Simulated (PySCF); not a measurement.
# Antimony: a sound run and one with changed settings

Sound run: Sb²⁺ [Kr] 4d10 5s2 5p1, Sb³⁺ [Kr] 4d10 5s2. Computed with PySCF 2.14 in def2-TZVP with the def2 core potential (28 electrons) (6s5p3d2f, 50 functions), with scalar relativity through the core potential. The sound run starts from symmetry-adapted Hartree-Fock orbitals and uses a fine grid where one is needed.

Changed run: 14 angular points. This setting is unsound on purpose.

| species | method | sound run (hartree) | changed run (hartree) | converged |
| --- | --- | --- | --- | --- |
| Sb²⁺ | UHF | -238.37352 | -238.37352 | yes |
| Sb²⁺ | B3LYP | -239.35875 | -239.35865 | yes |
| Sb²⁺ | M06-L | -239.45458 | -239.45579 | yes |
| Sb³⁺ | UHF | -237.48642 | -237.48642 | yes |
| Sb³⁺ | B3LYP | -238.44605 | -238.44605 | yes |
| Sb³⁺ | M06-L | -238.56115 | -238.56115 | yes |

Ionisation energy of Sb²⁺:

```csv
method,sound run (eV),changed run (eV)
UHF,24.139,24.139
B3LYP,24.836,24.833
M06-L,24.312,24.344
```

A coarse angular grid integrates products of high-l functions wrongly, so density functionals can shift, and the SCF can exploit the error; Hartree-Fock and MP2 need no grid.

For comparison, NIST gives 25.323 eV between the lowest levels.
